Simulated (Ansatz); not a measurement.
Cartesian coordinates in Å:
```
C 0.632 0.960 -2.039
Sb -0.924 0.990 -0.558
C -0.080 -0.797 0.494
C -0.621 -1.085 1.865
O 0.734 -1.489 -0.047
H 1.319 0.155 -1.773
H 0.195 0.764 -3.017
H 1.152 1.916 -2.057
H -0.093 2.015 0.535
H -0.107 -1.936 2.313
H -1.692 -1.294 1.786
H -0.516 -0.199 2.497
```

The species carries charge 0 and has multiplicity 1. Sb: def2 effective core potential.

**Question.** List the PBE/def2-TZVPP orbital energies in eV (the Gaussian-basis code of Ansatz). (Estimate.)

**Answer.** Computed: Occupied: -510.52, -271.44, -269.32, -268.80, -149.25, -102.15, -102.13, -102.01, -32.52, -32.51, -32.42, -32.40, -32.35, -26.58, -18.73, -17.19, -14.21, -12.59, -11.19, -11.02, -10.81, -9.95, -9.87, -9.24, -8.74, -7.72, -6.42, -5.24. Lowest empty: -1.98, -1.01, -0.78, 0.17, 1.18, 1.62, 1.88, 2.07.
